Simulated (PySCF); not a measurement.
A PySCF script (with the pyscf-properties extension) for the NMR shieldings of [C5H5ClF]+, on a GFN2-xTB geometry:

```python
import basis_set_exchange as bse
import numpy as np
from pyscf import gto, dft
from pyscf.prop import nmr

atoms = """
C     0.275582    2.514286   -0.342360
C     0.186873    1.325407   -0.170689
C     0.068879   -0.060383    0.027454
C    -0.976741   -0.772405   -0.775175
F    -0.982080   -2.098268   -0.494287
C     0.685477   -0.720286    1.193794
Cl    1.865456   -0.991712   -0.145656
H     0.336695    3.558471   -0.481953
H    -0.836933   -0.645264   -1.856201
H    -1.961471   -0.362209   -0.496931
H     1.097091   -0.094735    1.980567
H     0.242369   -1.653589    1.535410
"""
names = dict.fromkeys(["C", "F", "Cl", "H"], "pcSseg-1")
basis = {el: gto.basis.parse(bse.get_basis(n, elements=[el], fmt="nwchem")) for el, n in names.items()}
mol = gto.M(atom=atoms, basis=basis, charge=1, verbose=0)
mf = dft.RKS(mol, xc="PBE0")
mf.grids.level = 2
mf.grids.alignment = dft.numint.BLKSIZE   # the property module wants whole blocks of grid points
mf.conv_tol = 1e-9
mf.kernel()

calc = nmr.RKS(mf)   # GIAO
C = mf.mo_coeff
Co = C[:, mf.mo_occ > 0]
resp = mf.gen_response(singlet=True, hermi=2)
def vind(x):   # induced exchange potential for any number of trial vectors
    d = np.einsum("pi,xij,qj->xpq", C, 2 * x.reshape(-1, C.shape[1], Co.shape[1]), Co, optimize=True)
    return np.einsum("xpq,pi,qj->xij", resp(d - d.transpose(0, 2, 1)), C, Co, optimize=True).ravel()
mo1, _ = nmr.rhf.solve_mo1(calc, with_cphf=vind)
sigma = calc.kernel(mo1)
for i, s in enumerate(sigma):   # ppm
    print("%2d %-2s %9.2f" % (i, mol.atom_pure_symbol(i), np.trace(s) / 3))
```

Q: What are the results?

A: 
```
 0 C      45.29
 1 C     109.24
 2 C      40.18
 3 C      98.64
 4 F     406.22
 5 C     123.76
 6 Cl    784.07
 7 H      25.85
 8 H      25.45
 9 H      25.62
10 H      26.41
11 H      25.91
```

These numbers come from an equivalent density-fitted implementation of the same equations, which agrees with the script to about 0.01 ppm for H and up to a few tenths of a ppm for heavy atoms, so last digits may differ.

Size and cost of the density-fitted run: 151 basis functions, 26 s wall time on 1 thread of an Arm Neoverse V1, shared host.
